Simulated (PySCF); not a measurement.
B3LYP has the VWN-RPA correlation part, as in Gaussian. Delta-SCF ions had no search for a lower state. 

Z-matrix (Å, degrees):
```
C
C 1 1.3273
H 2 1.0825 1 121.98
H 2 1.0847 3 116.78 1 179.73
H 1 1.0882 2 119.41 3 -0.45
C 1 1.5016 5 115.78 2 178.30
H 6 1.0927 1 109.55 5 177.47
H 6 1.0940 7 106.66 1 119.03
N 6 1.4680 7 108.32 8 115.29
H 9 1.0141 6 110.57 7 -172.87
H 9 1.0143 10 106.72 6 119.43
```
Charge 0, multiplicity 1.

**Question.** Estimate the HOMO, LUMO, vertical ionisation energy (Delta-SCF), total energy and S1 oscillator strength that B3LYP-D3(BJ)/def2-TZVP in PySCF returns for this input.

**Answer.** 
```yaml
HOMO: -6.65 eV
LUMO: -0.08 eV
vertical ionisation energy (Delta-SCF): 9.10 eV
total_energy: -4716.75 eV
S1 oscillator strength: 0.070
```
